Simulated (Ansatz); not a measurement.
System: BNH3, charge -1, singlet. BNH3- (parent SMILES B[NH], singlet).
B3LYP-D3(BJ)/def2-TZVP minimum from Ansatz (a program for electronic structure):
```xyz
5

B     -0.6383     0.1945     0.0007
N      0.6308    -0.3210    -0.0035
H     -1.6181    -0.5536    -0.0214
H     -0.9331     1.4001     0.0258
H      1.3271     0.4282     0.0170
```
Charge -1, spin multiplicity 1.

Total energies in aug-cc-pVTZ, 12 correlated electrons, 2 frozen orbitals. UHF or UKS for unpaired electrons; spin-orbit terms are left out. Correlated methods leave the cores frozen. No relativity. The spin of H3BN- (parent SMILES B[NH], singlet) was assumed, and the state is the lowest solution found for it.

| method | program | energy (Eh) | minus CCSDT(Q) (mEh) |
|---|---|---|---|
| HF | Ansatz | -80.89313 | 385.40 |
| MP2 | Ansatz | -81.24552 | 33.02 |
| CCSD | Ansatz | -81.26043 | 18.11 |
| CCSD(T) | Ansatz | -81.27723 | 1.30 |
| CCSDT(Q) | Ansatz | -81.27854 | 0.00 |

Rough core times of Ansatz's runs on a shared machine: CCSD(T) under 20 s, CCSDT(Q) 60 min.
